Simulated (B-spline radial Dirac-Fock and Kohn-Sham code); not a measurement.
**Anomalous scattering factors of Hf, 6.4039 keV to 62.68 keV**

Method: the dispersion relation over Dirac-Hartree-Slater subshell photoionisation cross sections, with the Kissel-Pratt high-energy constant (isolated atom, no bound-bound lines or fine structure). Computed with a radial atomic solver. The forward scattering factor is f₀ + f′ + i f″.

Input file task.json (cfg lists n, l and occupation; rrms is the nuclear radius in fm):

```json
{"items": [{
  "Z": 72,
  "q": 0,
  "cfg": [[1, 0, 2], [2, 0, 2], [2, 1, 6], [3, 0, 2], [3, 1, 6], [3, 2, 10], [4, 0, 2], [4, 1, 6], [4, 2, 10], [4, 3, 14], [5, 0, 2], [5, 1, 6], [5, 2, 2], [6, 0, 2]],
  "A": 180,
  "rrms": 5.347,
  "do": "dispersion",
  "hv": [549.5, 603.9, 733.4, 1000.0, 1160.0, 1243.0, 1253.0, 1253.6, 1259.0, 1486.9, 1944.0, 2000.0, 2444.0, 2984.4, 3050.0, 4000.0, 4241.0, 4510.9, 5337.0, 5414.7, 6000.0, 6279.0, 6403.9, 6841.0, 6930.3, 8047.8, 9251.7, 10650.0, 12000.0, 12120.0, 12450.0, 13310.0, 14360.0, 15000.0, 16620.0, 17479.3, 22162.9, 24209.8, 24770.0, 30000.0, 40000.0, 40420.0, 57540.0, 62680.0],
  "edges": {"K": 65351.0, "L1": 11271.0, "L2": 10739.0, "L3": 9561.0, "M1": 2601.0, "M2": 2365.0, "M3": 2107.0, "M4": 1716.0, "M5": 1662.0, "N1": 538.0, "N2": 438.2, "N3": 380.7, "N4": 220.0, "N5": 211.5, "O1": 64.2}
}]}
```

Launch: `python xray2_run.py task.json out`

Edges near this range: K 65351.0 eV, L1 11271.0 eV, L2 10739.0 eV, L3 9561.0 eV.

```tsv
hν (eV)	λ (Å)	f′ (e)	f″ (e)	tabulated f′	tabulated f″
6403.9	1.936	-4.486	7.320	-4.50	6.94
6841	1.812	-4.802	6.603	-4.81	6.29
6930.3	1.789	-4.874	6.470	-4.88	6.17
8047.8	1.541	-6.090	5.107	-6.12	4.92
9251.7	1.340	-9.440	4.085	-9.54	3.97
10650	1.164	-9.097	8.616	-9.16	8.42
12000	1.033	-4.240	11.378	-4.33	11.14
12120	1.023	-3.970	11.204	-4.05	10.97
12450	0.9959	-3.353	10.747	-3.43	10.53
13310	0.9315	-2.265	9.677	-2.30	9.49
14360	0.8634	-1.478	8.577	-1.51	8.42
15000	0.8266	-1.160	7.998	-1.19	7.84
16620	0.7460	-0.665	6.775	-0.69	6.63
17479.3	0.7093	-0.515	6.239	-0.54	6.10
22162.9	0.5594	?	?	?	?
24209.8	0.5121	-0.316	3.624	-0.34	3.57
24770	0.5005	-0.331	3.486	-0.35	3.43
30000	0.4133	-0.525	2.512	-0.55	2.46
40000	0.3100	-0.954	1.523	-0.98	1.49
40420	0.3067	-0.972	1.495	-0.99	1.46
57540	0.2155	-1.917	0.800	-1.92	0.78
62680	0.1978	-2.702	0.686	-2.71	0.67
```

**Question.** What are f′ and f″ at Ag Kα (22162.9 eV)?

**Answer.** f′ = -0.282 and f″ = 4.206 electrons (tables: -0.31 and 4.13). By the optical theorem f″ corresponds to a photoabsorption cross section 2 rₑ λ f″ = 13300 b.

Tabulated f′: xraylib 4.2 anomalous scattering factors (Cullen et al., EPDL97); f″: Chantler's tables (J. Phys. Chem. Ref. Data 1995 and 2000). Both are theoretical tables.
